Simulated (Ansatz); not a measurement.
Al2FH3OSi (`O[SiH]1[AlH][Al]1[F]`), relaxed with RKS PBE-D4/def2-SVP in Ansatz 0.2.0 from a rough embedded geometry. The force threshold is 0.03 eV/Å; the program also tests the step.

Charge 0, multiplicity 1.

Start:

```xyz
8

O     1.275   -0.221   -1.584
Si    0.738    0.373   -0.102
Al   -1.506    1.058   -0.161
Al   -0.650   -1.017    1.099
F    -1.030   -2.527    2.042
H     1.983   -0.943   -1.346
H     1.770    1.168    0.645
H    -2.581    2.109   -0.592
```

| step | energy (eV) | largest force (eV/Å) | largest move (Å) |
| --- | --- | --- | --- |
| 1 | -25858.0786 | 3.496 | 0.000 |
| 2 | -25858.6497 | 1.957 | 0.197 |
| 3 | -25858.7523 | 1.508 | 0.168 |
| 4 | -25858.7923 | 1.691 | 0.195 |
| 5 | -25858.9974 | 1.197 | 0.200 |
| 6 | -25859.2402 | 0.555 | 0.191 |
| 7 | -25859.3732 | 0.360 | 0.195 |
| 8 | -25859.4578 | 0.506 | 0.193 |
| 9 | -25859.5417 | 0.551 | 0.195 |
| 10 | -25859.6146 | 0.470 | 0.195 |
| 11 | -25859.6338 | 0.721 | 0.191 |
| 12 | -25859.6445 | 0.185 | 0.124 |
| 13 | -25859.6530 | 0.058 | 0.050 |
| 14 | -25859.6532 | 0.038 | 0.027 |
| 15 | -25859.6536 | 0.019 | 0.017 |

End:

```xyz
8

O     1.787   -0.164   -1.729
Si    0.486   -0.290   -0.663
Al   -1.425    1.040   -0.015
Al   -0.694   -1.011    1.299
F    -1.001   -2.298    2.343
H     2.578   -0.677   -1.475
H     0.420    0.943    0.501
H    -2.151    2.457   -0.262
```

Hardware: 2 threads of an Arm Neoverse V1 on a shared host. Wall time 31 s, peak host memory 0.13 GiB.
